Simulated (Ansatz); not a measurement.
Reaction (formal exchange of groups at a B–Si bond): `B[SiH2]B(C)[SiH3]` + `FC[SiH2][SiH3]` → `BC(F)[SiH2][SiH3]` + `CB([SiH3])[SiH3]`

Program: Ansatz. Geometries: PBE0-D4/def2-TZVP. ΔE: electronic, gas phase. CCSD(T)/CBS adds triple-zeta CCSD(T) − MP2 to the extrapolated MP2 energy (def2 sets, frozen cores). DFT in def2-TZVPP. One conformer a species, not always the lowest.

`B[SiH2]B(C)[SiH3]`:

Cartesian coordinates in Å:
```
B -0.907 1.844 -1.434
Si -1.379 0.906 0.263
B 0.058 -0.524 0.257
C -0.050 -1.749 -0.694
Si 1.658 -0.221 1.443
H -1.364 1.476 -2.476
H -0.083 2.711 -1.459
H -2.734 0.281 0.215
H -1.284 1.782 1.466
H 0.515 -1.426 -1.588
H -1.053 -2.004 -1.041
H 0.465 -2.648 -0.344
H 1.235 -0.581 2.830
H 2.847 -1.055 1.100
H 2.076 1.209 1.463
```

`FC[SiH2][SiH3]`:

Cartesian coordinates in Å:
```
F 0.080 2.176 -0.604
C -0.471 1.577 0.524
Si -0.836 -0.258 0.184
Si 1.084 -1.338 -0.604
H -1.382 2.124 0.789
H 0.239 1.688 1.351
H -1.286 -0.861 1.471
H -1.943 -0.372 -0.803
H 0.830 -2.799 -0.731
H 1.482 -0.802 -1.931
H 2.204 -1.133 0.355
```

`BC(F)[SiH2][SiH3]`:

Z-matrix (Å, degrees):
```
C
F 1 1.386
Si 1 1.962 2 109.3
B 1 1.515 2 118.3 3 -105.9
H 1 1.094 2 109.1 3 114.4
Si 3 2.337 1 110.9 2 141.9
H 3 1.492 1 109.6 2 -96.7
H 3 1.485 1 105.2 2 19.4
H 4 1.198 1 116.9 2 -174.7
H 4 1.193 1 121.7 2 12.0
H 6 1.486 3 109.8 1 62.1
H 6 1.487 3 109.6 1 -57.5
H 6 1.487 3 110.2 1 -177.5
```

`CB([SiH3])[SiH3]`:

Z-matrix (Å, degrees):
```
C
B 1 1.554
H 1 1.093 2 115.9
H 1 1.092 2 115.8 3 131.4
H 1 1.106 2 102.4 3 -114.2
Si 2 2.018 1 120.5 3 22.7
Si 2 2.018 1 122.0 3 -160.2
H 6 1.495 2 105.8 1 -94.2
H 6 1.489 2 113.7 1 148.2
H 6 1.491 2 113.5 1 23.5
H 7 1.494 2 107.2 1 -101.0
H 7 1.491 2 111.5 1 142.2
H 7 1.491 2 114.6 1 18.7
```

CCSD(T)/CBS gives -0.31 eV.

Problem. Another level gave -0.34 eV. Which?
A. PBE0-D4/def2-TZVPP
B. CCSD/def2-TZVPP
C. HF/def2-TZVPP
D. ωB97M-V/def2-TZVPP

Solution. A. PBE0-D4 -0.34, HF/def2-TZVPP -0.24, CCSD/def2-TZVPP -0.29, ωB97M-V -0.40 eV.

Largest T1 diagnostic among the species: 0.015.

In def2-TZVPP, CCSD(T) changes the Hartree–Fock value by −0.07 eV (the triples alone add −0.02 eV) and MP2 by −0.12 eV.
